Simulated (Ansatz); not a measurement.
Cartesian coordinates in Å:
```
Cl 1.231 -2.737 1.511
Ga -0.363 -1.517 0.791
Cl -2.396 -2.119 1.020
O -0.041 -1.075 -1.038
C 0.211 0.103 -1.432
C 0.298 1.247 -0.650
C 0.114 1.251 0.727
O -0.153 0.256 1.465
H 0.373 0.202 -2.510
H 0.522 2.185 -1.139
H 0.204 2.204 1.256
```

Charge 0, multiplicity 1.

(1) List the ωB97M-V/def2-TZVPP orbital energies in eV (the Gaussian-basis code of Ansatz). (An estimate is asked.)

## Answers

(1) Computed: Occupied: -10154.56, -2771.45, -2771.45, -1257.92, -1112.07, -1112.03, -1112.03, -527.72, -527.72, -285.16, -285.16, -282.23, -261.84, -261.84, -199.31, -199.31, -199.19, -199.19, -199.19, -199.19, -155.47, -107.87, -107.80, -107.79, -33.67, -33.23, -27.27, -27.21, -27.04, -26.92, -26.91, -25.69, -24.93, -24.60, -22.12, -20.21, -18.25, -17.61, -16.41, -15.91, -15.78, -14.71, -13.99, -13.05, -12.50, -11.79, -11.36, -11.28, -11.16, -11.02, -10.28. Lowest empty: -0.65, 1.81, 2.53, 3.00, 3.25, 3.41, 3.55, 4.13.
